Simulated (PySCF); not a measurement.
C₅H₁₀, SMILES C1C(C)(C1)C. Geometry optimised at PBE0-D3(BJ)/def2-SVP.

Computed with PySCF with PBE0-D3(BJ)/def2-SVP.

Harmonic wavenumbers (cm⁻¹): 221, 247, 331, 356, 366, 396, 715, 784, 883, 885, 953, 967, 973, 1039, 1050, 1069, 1107, 1154, 1172, 1322, 1358, 1407, 1408, 1432, 1449, 1464, 1469, 1474, 1519, 3040, 3043, 3127, 3129, 3140, 3144, 3146, 3148, 3233, 3242. Rotational constants (GHz): 6.175, 5.206, 3.816; symmetry number 2.

Q: Work out the zero-point energy and the ideal-gas rigid-rotor harmonic-oscillator thermochemistry at 298.15 K and 1 atm.

A: ZPE = ½ Σ hcν = ½ × 60363 cm⁻¹ = 86.29 kcal/mol. H − E(el) = 90.59 kcal/mol. Entropy in cal/(mol K): translation 38.66, rotation 24.00, vibration 9.84, total 72.50. G − E(el) = 68.97 kcal/mol. Cp = 24.18 cal/(mol K).
